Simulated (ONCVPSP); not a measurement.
**What the settings do to the ONCV potential of nickel**

Base potential:

nickel (Ni), optimised norm-conserving Vanderbilt (ONCV), made with ONCVPSP 4.0.1 (PBE, scalar-relativistic). Core [Ne], reference 3s2 3p6 3d9 4s1. Waves: 3s+4s: rc 1.35 bohr, ncon 5, nbas 8, qcut 7.3 1/bohr, 2 projectors; 3p: rc 0.80 bohr, ncon 4, nbas 7, qcut 10 1/bohr, 2 projectors, debl 3.2 Ha; 3d: rc 0.95 bohr, ncon 4, nbas 9, qcut 17.6 1/bohr, 2 projectors, debl 1.6 Ha. Local part: polynomial inside 0.50 bohr (lpopt 1, dvloc0 4 Ha). Core correction: none.

All-electron outer shells of the reference configuration (PBE, scalar-relativistic, ld1.x):

```tsv
shell	level (eV)	outermost node (bohr)	outermost maximum (bohr)
2p	-839.19	–	0.16
3s	-106.01	0.30	0.64
3p	-66.47	0.27	0.65
3d	-4.64	–	0.64
4s	-4.49	0.93	2.35
```

Cutoffs, loose and tight: the cutoffs (Ha) at which the residual kinetic energy of the hardest occupied pseudo-wave falls to 1 and 0.1 mHa per electron. They do not see the model core or the augmentation charge, which bear on the density cutoff. Test errors are all-electron minus pseudo excitation energies from the reference, over the configurations 3s2 3p6 3d8 4s2; 3s2 3p6 3d8 4s1; 3s2 3p6 3d8 4s0; 3s2 3p6 3d6 4s0. A dash means not determined; rows that change the core or the reference have their own tests. The largest error is taken over the tests solved by every variant that gives reliable tests at all: 3s2 3p6 3d8 4s0; 3s2 3p6 3d8 4s1; 3s2 3p6 3d8 4s2.

1 further variants are left out, since the program set their typed debl aside.

```csv
change,outcome,"cutoff, loose","cutoff, tight",bound ghosts,GHOST(+) flags above zero,largest test error (meV)
base,generated,110 Ha,209 Ha,none,s,+4.5
d: nbas 8,generated,110 Ha,209 Ha,none,s,+4.5
"local potential polynomial inside 0.50 bohr (lpopt 1, dvloc0 -0.5 Ha)",generated,110 Ha,209 Ha,none,s,+4.5
functional Wu-Cohen,generated,110 Ha,209 Ha,none,s,+4.5
"core correction Teter function, fcfact 5.75, rcfact 1.15",generated,110 Ha,209 Ha,none,s,+3.6
d: rc 1.06,generated,103 Ha,209 Ha,none,s,+4.7
d: qcut 18.5,generated,114 Ha,209 Ha,none,s,+4.5
reference 3s2 3p6 3d8 4s2,generated,110 Ha,209 Ha,none,s,-7.3
"p: ncon 5, nbas 8",generated,202 Ha,283 Ha,none,s,+4.6
```

Task: What comes out with this change to the base: all radii scaled by about 0.87 (s 1.18, p 0.70, d 0.82 bohr); local potential polynomial inside 0.44 bohr (lpopt 1, dvloc0 4 Ha)?

Result: outcome: generated; cutoff, loose: 184 Ha; cutoff, tight: 279 Ha; bound ghosts: none; GHOST(+) flags above zero: s; largest test error (meV): +4.5.
